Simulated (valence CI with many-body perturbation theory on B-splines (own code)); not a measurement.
## Ge XXVI: electric-dipole lines

Level of theory: relativistic CI+MBPT: five valence electrons over a frozen Dirac-Fock core [He], a basis of 9 s, 9 p, 8 d, 6 f, 3 g, 1 h functions for each j, with the one-electron correlation potential Σ1, the two-electron term Σ2, the three-electron term Σ3, Breit, model QED; selected CI, second order for the rest (own B-spline code, finite nucleus).

No measured levels were compared; by estimate levels of excited configurations hold to 0.05 to 0.15 % of their energy, terms of the ground configuration to about 0.5 %. Among the levels kept, up to 1700 cm⁻¹ of a level comes from second order outside the variational space, and about a tenth of that is noise between levels of different J, which matters for small intervals.

Lines 201 to 250 of 265 in falling wavelength, among levels below 1613.4 eV, chosen from the strongest by gf and those to the six lowest levels. Wavelengths and rates use the calculated energies, so an error of 1000 cm⁻¹ moves a line at 8.134 Å by 0.0081 % and its rate by three times that or more. Electric multipoles are in the length gauge, E1 and E2 with the static RPA response of the core. Weak lines are less certain than strong ones. Lines between different terms over intervals too small for the method are left out, as are lines whose strength nearly cancels. Where a level lies close to another of its J and parity, the split of strength between their lines is uncertain. The highest levels of a list are the least certain.

Levels are named by their leading jj configuration (3d3/2^4 stands for four electrons in 3d with j = 3/2), which in mixed levels can hold well under half, so a name can repeat and another be missing. Letters in brackets count levels of one name in rising energy.

```
λ vac (Å)                               Upper                       Lower   A (s⁻¹)  S (a.u.)
    8.134  (2s^2 2p1/2 2p3/2 3d3/2) J=5/2 [b]  (2s^2 2p1/2 2p3/2^2) J=5/2  1.17e+13  1.87e-02
    8.126          (2s^2 2p3/2^2 3d3/2) J=1/2        (2s^2 2p3/2^3) J=3/2  2.48e+13  1.31e-02
    8.124  (2s^2 2p1/2 2p3/2 3d3/2) J=3/2 [b]  (2s^2 2p1/2 2p3/2^2) J=5/2  4.82e+12  5.11e-03
    8.117  (2s^2 2p1/2 2p3/2 3d5/2) J=3/2 [a]  (2s^2 2p1/2 2p3/2^2) J=3/2  1.69e+13  1.78e-02
    8.117  (2s^2 2p1/2 2p3/2 3d5/2) J=5/2 [a]  (2s^2 2p1/2 2p3/2^2) J=3/2  1.34e+13  2.12e-02
    8.114          (2s^2 2p3/2^2 3d5/2) J=3/2        (2s^2 2p3/2^3) J=3/2  4.05e+13  4.28e-02
    8.111          (2s^2 2p1/2^2 3d5/2) J=5/2  (2s^2 2p1/2^2 2p3/2) J=3/2  1.78e+13  2.82e-02
    8.108          (2s^2 2p3/2^2 3d5/2) J=5/2        (2s^2 2p3/2^3) J=3/2  4.09e+13  6.46e-02
    8.097  (2s^2 2p1/2 2p3/2 3d5/2) J=7/2 [b]  (2s^2 2p1/2 2p3/2^2) J=5/2  3.83e+13  8.03e-02
    8.096  (2s^2 2p1/2 2p3/2 3d5/2) J=5/2 [b]  (2s^2 2p1/2 2p3/2^2) J=5/2  1.01e+13  1.59e-02
    8.090  (2s^2 2p1/2 2p3/2 3d5/2) J=3/2 [b]  (2s^2 2p1/2 2p3/2^2) J=5/2  2.30e+12  2.41e-03
    8.082  (2s^2 2p1/2 2p3/2 3d3/2) J=5/2 [b]  (2s^2 2p1/2 2p3/2^2) J=3/2  1.95e+11  3.05e-04
    8.072  (2s^2 2p1/2 2p3/2 3d3/2) J=3/2 [b]  (2s^2 2p1/2 2p3/2^2) J=3/2  1.38e+12  1.43e-03
    8.064  (2s^2 2p1/2 2p3/2 3d3/2) J=1/2 [b]  (2s^2 2p1/2 2p3/2^2) J=3/2  2.21e+12  1.14e-03
    8.049      (2s 2p1/2^2 2p3/2 3p1/2) J=3/2  (2s^2 2p1/2 2p3/2^2) J=5/2  9.69e+10  9.98e-05
    8.045      (2s^2 2p1/2 2p3/2 3d5/2) J=1/2  (2s^2 2p1/2 2p3/2^2) J=3/2  3.08e+11  1.59e-04
    8.044  (2s^2 2p1/2 2p3/2 3d5/2) J=5/2 [b]  (2s^2 2p1/2 2p3/2^2) J=3/2  4.57e+13  7.04e-02
    8.042      (2s 2p1/2^2 2p3/2 3p1/2) J=5/2  (2s^2 2p1/2 2p3/2^2) J=5/2  6.53e+10  1.01e-04
    8.039  (2s^2 2p1/2 2p3/2 3d5/2) J=3/2 [b]  (2s^2 2p1/2 2p3/2^2) J=3/2  6.09e+11  6.25e-04
    8.038          (2s^2 2p3/2^2 3d3/2) J=3/2  (2s^2 2p1/2 2p3/2^2) J=1/2  2.16e+12  2.22e-03
    8.035      (2s 2p1/2^2 2p3/2 3p3/2) J=3/2  (2s^2 2p1/2 2p3/2^2) J=1/2  8.13e+11  8.32e-04
    8.034          (2s^2 2p3/2^2 3d5/2) J=1/2  (2s^2 2p1/2 2p3/2^2) J=1/2  6.25e+12  3.20e-03
    8.017      (2s 2p1/2^2 2p3/2 3p3/2) J=1/2  (2s^2 2p1/2 2p3/2^2) J=1/2  3.21e+11  1.63e-04
    8.006      (2s 2p1/2^2 2p3/2 3p3/2) J=7/2  (2s^2 2p1/2 2p3/2^2) J=5/2  3.34e+11  6.76e-04
    8.005  (2s^2 2p1/2 2p3/2 3d3/2) J=3/2 [a]  (2s^2 2p1/2^2 2p3/2) J=3/2  7.44e+12  7.54e-03
    7.998  (2s^2 2p1/2 2p3/2 3d3/2) J=5/2 [a]  (2s^2 2p1/2^2 2p3/2) J=3/2  6.20e+12  9.40e-03
    7.998      (2s 2p1/2^2 2p3/2 3p1/2) J=3/2  (2s^2 2p1/2 2p3/2^2) J=3/2  1.42e+11  1.44e-04
    7.997  (2s^2 2p1/2 2p3/2 3d3/2) J=1/2 [a]  (2s^2 2p1/2^2 2p3/2) J=3/2  1.62e+12  8.16e-04
    7.994          (2s^2 2p3/2^2 3d3/2) J=1/2  (2s^2 2p1/2 2p3/2^2) J=1/2  1.00e+12  5.04e-04
    7.991      (2s 2p1/2^2 2p3/2 3p1/2) J=5/2  (2s^2 2p1/2 2p3/2^2) J=3/2  1.04e+12  1.57e-03
    7.986          (2s^2 2p3/2^2 3d5/2) J=7/2  (2s^2 2p1/2 2p3/2^2) J=5/2  1.77e+12  3.56e-03
    7.982          (2s^2 2p3/2^2 3d5/2) J=3/2  (2s^2 2p1/2 2p3/2^2) J=1/2  4.07e+12  4.09e-03
    7.966  (2s^2 2p1/2 2p3/2 3d5/2) J=3/2 [a]  (2s^2 2p1/2^2 2p3/2) J=3/2  1.13e+11  1.13e-04
    7.966  (2s^2 2p1/2 2p3/2 3d5/2) J=5/2 [a]  (2s^2 2p1/2^2 2p3/2) J=3/2  1.46e+13  2.18e-02
    7.966          (2s^2 2p3/2^2 3d3/2) J=3/2  (2s^2 2p1/2 2p3/2^2) J=5/2  5.30e+12  5.29e-03
    7.963          (2s^2 2p3/2^2 3d3/2) J=5/2  (2s^2 2p1/2 2p3/2^2) J=5/2  2.48e+13  3.70e-02
    7.963      (2s 2p1/2^2 2p3/2 3p3/2) J=3/2  (2s^2 2p1/2 2p3/2^2) J=5/2  2.82e+12  2.81e-03
    7.954      (2s 2p1/2^2 2p3/2 3p3/2) J=5/2  (2s^2 2p1/2 2p3/2^2) J=5/2  9.13e+10  1.36e-04
    7.944          (2s^2 2p3/2^2 3d3/2) J=7/2  (2s^2 2p1/2 2p3/2^2) J=5/2  5.47e+13  1.08e-01
    7.932  (2s^2 2p1/2 2p3/2 3d3/2) J=5/2 [b]  (2s^2 2p1/2^2 2p3/2) J=3/2  2.59e+13  3.83e-02
    7.923  (2s^2 2p1/2 2p3/2 3d3/2) J=3/2 [b]  (2s^2 2p1/2^2 2p3/2) J=3/2  4.67e+13  4.58e-02
    7.915          (2s^2 2p3/2^2 3d3/2) J=3/2  (2s^2 2p1/2 2p3/2^2) J=3/2  2.38e+13  2.33e-02
    7.915  (2s^2 2p1/2 2p3/2 3d3/2) J=1/2 [b]  (2s^2 2p1/2^2 2p3/2) J=3/2  5.09e+13  2.49e-02
    7.912          (2s^2 2p3/2^2 3d3/2) J=5/2  (2s^2 2p1/2 2p3/2^2) J=3/2  1.79e+13  2.62e-02
    7.912      (2s 2p1/2^2 2p3/2 3p3/2) J=3/2  (2s^2 2p1/2 2p3/2^2) J=3/2  5.96e+12  5.83e-03
    7.911          (2s^2 2p3/2^2 3d5/2) J=1/2  (2s^2 2p1/2 2p3/2^2) J=3/2  1.84e+13  9.01e-03
    7.911          (2s^2 2p3/2^2 3d5/2) J=3/2  (2s^2 2p1/2 2p3/2^2) J=5/2  1.80e+12  1.76e-03
    7.905          (2s^2 2p3/2^2 3d5/2) J=5/2  (2s^2 2p1/2 2p3/2^2) J=5/2  1.18e+12  1.73e-03
    7.904      (2s 2p1/2^2 2p3/2 3p3/2) J=5/2  (2s^2 2p1/2 2p3/2^2) J=3/2  2.78e+12  4.07e-03
    7.897      (2s^2 2p1/2 2p3/2 3d5/2) J=1/2  (2s^2 2p1/2^2 2p3/2) J=3/2  3.57e+12  1.74e-03
```
